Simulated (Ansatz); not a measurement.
`C[CH2][AlH][O][SiH3]` and `C[SiH2][AlH][O][SiH3]` differ in one atom or group.

Ansatz, PBE0-D4/def2-TZVP geometries, multiplicity 1. Each molecule was computed in one conformer, which needn't be the lowest.

```
                                          property  `C[CH2][AlH][O][SiH3]`
size of the dipole moment (ωB97M-V/def2-TZVPP) / D                    1.17
               HOMO–LUMO gap (PBE/def2-TZVPP) / eV                    4.81
           HOMO–LUMO gap (ωB97M-V/def2-TZVPP) / eV                   10.60
               LUMO energy (B3LYP/def2-TZVPP) / eV                   -0.91
             LUMO energy (ωB97M-V/def2-TZVPP) / eV                    0.85
              HOMO–LUMO gap (PBE0/def2-TZVPP) / eV                    6.86
```

(1) Give the same properties after the change, and the shifts. (Best estimate.)

Answers

(1) Ansatz gave: 
| property | `C[SiH2][AlH][O][SiH3]` | shift |
| --- | --- | --- |
| size of the dipole moment (ωB97M-V/def2-TZVPP) / D | 0.70 | -0.47 |
| HOMO–LUMO gap (PBE/def2-TZVPP) / eV | 3.92 | -0.89 |
| HOMO–LUMO gap (ωB97M-V/def2-TZVPP) / eV | 9.43 | -1.17 |
| LUMO energy (B3LYP/def2-TZVPP) / eV | -1.65 | -0.74 |
| LUMO energy (ωB97M-V/def2-TZVPP) / eV | 0.15 | -0.70 |
| HOMO–LUMO gap (PBE0/def2-TZVPP) / eV | 5.79 | -1.07 |

With PBE0 the HOMO rises by 0.27 eV and the LUMO falls by 0.79 eV, so the gap narrows by about 1.06 eV. PBE moves the HOMO by 0.13 eV and ωB97M-V by 0.47 eV. Dipoles are sizes alone; their direction can turn.

B3LYP here is the variant with VWN-RPA as its local correlation; programs differ in this.
